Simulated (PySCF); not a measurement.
CH7FN2Si.

```xyz
12

C      1.6600     0.0138     0.8201
Si    -0.0221    -0.0006    -0.0097
N     -1.2260     0.1947     1.2092
N     -0.3768     1.1730    -1.2316
F     -0.0824    -1.4315    -0.8351
H      1.7476    -0.8003     1.5694
H      1.8484     0.9764     1.3366
H      2.4638    -0.1384     0.0718
H     -2.2105     0.2273     0.9349
H     -1.1107    -0.2426     2.1253
H      0.0108     1.0524    -2.1692
H     -0.4394     2.1613    -0.9811
```

The structure is a stationary point at PBE-D3(BJ)/def2-SVP. The structure was generated by enumeration, and PubChem lists no compound with its InChIKey, so it may never have been made. One conformer was computed; it need not be the lowest.

All values below come from PBE/pcSseg-1 (PySCF). Non-relativistic, no solvent.

Computed absolute GIAO shielding of each atom: isotropic value and principal components (ppm):
```
atom  σ(iso)    σ11    σ22    σ33   span
----  ------  -----  -----  -----  -----
C1     180.4  174.1  178.4  188.8   14.8
Si2    347.9  322.9  343.3  377.4   54.4
N3     223.7  195.6  212.7  262.8   67.2
N4     236.8  198.3  248.9  263.1   64.7
F5     297.1  248.8  282.9  359.5  110.7
H6      30.8   26.7   28.6   37.1   10.3
H7      31.0   27.2   28.7   37.1    9.9
H8      30.9   27.2   28.4   37.3   10.1
H9      30.1   23.7   25.9   40.7   17.0
H10     30.3   23.9   27.0   40.1   16.1
H11     30.6   24.0   26.6   41.4   17.4
H12     30.7   23.9   26.9   41.2   17.3
```
